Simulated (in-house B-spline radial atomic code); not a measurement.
Radial electron density of Ta4+, [Xe] 4f14 5d1. Level of theory: scalar-relativistic (X2C) BP86, spin-polarised, spherical fractional occupations, Fermi nucleus of rms radius 5.3507 fm; calculated with an all-electron radial atomic-structure program (B-spline basis).

One-electron X2C: radii and densities carry no picture-change correction, so inner-shell <1/r> comes out high (for 1s by about 2 % at Z = 33, 5 % at 54, 10 % at 75, 30 % at 118) and <r> low.

Columns: r (bohr), 4πr²n(r) (electrons per bohr), bar.

```
0.000419    3.528 #
0.000519    4.766 ##
0.000642    6.404 ##
0.000794    8.567 ###
0.000982     11.4 ####
 0.00121    15.02 #####
  0.0015    19.79 #######
 0.00186    25.84 ########
  0.0023    33.24 ###########
 0.00285    42.26 ##############
 0.00352     52.6 #################
 0.00436    64.24 #####################
 0.00539    76.24 #########################
 0.00667     87.6 #############################
 0.00825    96.72 ################################
  0.0102    101.9 ##################################
  0.0126    102.2 ##################################
  0.0156    97.67 ################################
  0.0193    91.12 ##############################
  0.0239    87.47 #############################
  0.0296    92.07 ##############################
  0.0366    106.3 ###################################
  0.0452    124.1 #########################################
   0.056    133.8 ############################################
  0.0692    126.7 ##########################################
  0.0857    109.6 ####################################
   0.106      102 ##################################
   0.131    112.6 #####################################
   0.162    121.8 ########################################
   0.201    104.8 ##################################
   0.248    73.66 ########################
   0.307    61.15 ####################
    0.38    70.33 #######################
    0.47    71.09 #######################
   0.581    52.75 #################
   0.719    31.99 ###########
    0.89    20.46 #######
     1.1    14.59 #####
    1.36     9.26 ###
    1.68      4.5 #
    2.08    1.583 #
    2.58   0.4061 
    3.19  0.08078 
    3.95  0.01164 
    4.88 0.001066 
    6.04 4.651e-05
```

On this grid the curve has 4 maxima, near 0.0126, 0.056, 0.162, 0.47 bohr.

The 5d up radial function P(r) = rR(r), positive near the nucleus:

```
r (bohr)         P
 0.00667  0.000903
  0.0102  0.002744
  0.0156  0.008085
  0.0239   0.02262
  0.0366   0.05764
   0.056    0.1265
  0.0857    0.2187
   0.131    0.2449
   0.201   0.05421
   0.307   -0.2885
    0.47   -0.3338
   0.719    0.1531
     1.1    0.7147
    1.68     0.815
    2.58    0.4484
    3.95    0.1028
    6.04  0.006806
```
